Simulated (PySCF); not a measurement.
**Nuclear quadrupole coupling in `CC(=S)CC1=C[SiH2]C=CC1`**

C₈H₁₂SSi.
Cartesian coordinates in Å at the GFN2-xTB level; atoms count from 1:
```xyz
22
C8H12SSi angstrom
C      2.769   -0.524    0.846
C      2.239    0.516   -0.075
S      2.532    2.099    0.161
C      1.365    0.046   -1.193
C     -0.054   -0.068   -0.649
C     -0.530   -1.230   -0.215
Si    -2.240   -1.414    0.527
C     -2.742    0.378    0.705
C     -2.036    1.364    0.167
C     -0.787    1.237   -0.646
H      1.957   -1.168    1.185
H      3.258   -0.071    1.705
H      3.490   -1.150    0.319
H      1.386    0.767   -2.011
H      1.700   -0.928   -1.551
H      0.107   -2.104   -0.276
H     -3.139   -2.159   -0.366
H     -2.162   -2.103    1.824
H     -3.633    0.629    1.264
H     -2.358    2.395    0.282
H     -0.090    2.020   -0.321
H     -1.041    1.486   -1.686
```

Field gradients from the PBE0/pcSseg-1 density (PySCF, non-relativistic), principal values in atomic units, ordered |Vxx| ≤ |Vyy| ≤ |Vzz|:

```
atom     Vxx     Vyy      Vzz
  S3  1.1682  1.7325  -2.9007
```

Problem. Find the asymmetry η = (Vxx − Vyy)/Vzz and the couplings χ = eQV/h (234.96 MHz × Q in barn × V in au), with Q(33S) = −0.0678 b.

Solution. 
| atom | environment | nucleus | η | χzz (MHz) | χxx (MHz) | χyy (MHz) |
| --- | --- | --- | --- | --- | --- | --- |
| S3 | thiocarbonyl sulfur | 33S | 0.19 | 46.21 | -18.61 | -27.60 |

The tensor is traceless: Vxx + Vyy + Vzz = 0.

Problem. What is Vzz at S3 in SI units (1 au = 9.71736 × 10²¹ V/m²)?

Solution. -2.9007 au = -28.187 × 10²¹ V/m².

Problem. And the gradient at the other heavy atoms, for which no coupling is worked out here?

Solution. 
```
atom                      environment  Vzz (au)     η
  C1                    methyl carbon     0.088  0.95
  C2              thiocarbonyl carbon     0.565  0.10
  C4                   allylic carbon    -0.107  0.12
  C5  fully substituted alkene carbon     0.320  0.81
  C6                 alkene CH carbon     0.285  0.45
 Si7                     SiH2 silicon     0.152  0.34
  C8                 alkene CH carbon     0.303  0.34
  C9                 alkene CH carbon     0.357  0.51
 C10                   allylic carbon    -0.063  0.74
```

Problem. What couplings would deuterons (Q(2H) = 0.00286 b) have in place of the hydrogens, at this geometry?

Solution. 
```json
{"atom": "H11", "bonded to": "C1", "bond length (Å)": "1.090", "Vzz (au)": "0.3062", "η": "0.03", "χzz (kHz)": "206"}
{"atom": "H12", "bonded to": "C1", "bond length (Å)": "1.087", "Vzz (au)": "0.3099", "η": "0.02", "χzz (kHz)": "208"}
{"atom": "H13", "bonded to": "C1", "bond length (Å)": "1.091", "Vzz (au)": "0.3084", "η": "0.03", "χzz (kHz)": "207"}
{"atom": "H14", "bonded to": "C4", "bond length (Å)": "1.091", "Vzz (au)": "0.2998", "η": "0.01", "χzz (kHz)": "201"}
{"atom": "H15", "bonded to": "C4", "bond length (Å)": "1.091", "Vzz (au)": "0.3027", "η": "0.01", "χzz (kHz)": "203"}
{"atom": "H16", "bonded to": "C6", "bond length (Å)": "1.083", "Vzz (au)": "0.3275", "η": "0.05", "χzz (kHz)": "220"}
{"atom": "H17", "bonded to": "Si7", "bond length (Å)": "1.470", "Vzz (au)": "0.1577", "η": "0.01", "χzz (kHz)": "106"}
{"atom": "H18", "bonded to": "Si7", "bond length (Å)": "1.471", "Vzz (au)": "0.1569", "η": "0.02", "χzz (kHz)": "105"}
{"atom": "H19", "bonded to": "C8", "bond length (Å)": "1.082", "Vzz (au)": "0.3312", "η": "0.04", "χzz (kHz)": "223"}
{"atom": "H20", "bonded to": "C9", "bond length (Å)": "1.086", "Vzz (au)": "0.3149", "η": "0.05", "χzz (kHz)": "212"}
{"atom": "H21", "bonded to": "C10", "bond length (Å)": "1.097", "Vzz (au)": "0.2818", "η": "0.07", "χzz (kHz)": "189"}
{"atom": "H22", "bonded to": "C10", "bond length (Å)": "1.099", "Vzz (au)": "0.2927", "η": "0.05", "χzz (kHz)": "197"}
```

Geometry: GFN2-xTB, one conformer, isolated molecule. GFN2-xTB bond lengths can be off by several hundredths of an ångström, more for odd bonds, and the gradients follow them. A larger basis could move these couplings by a tenth or more.
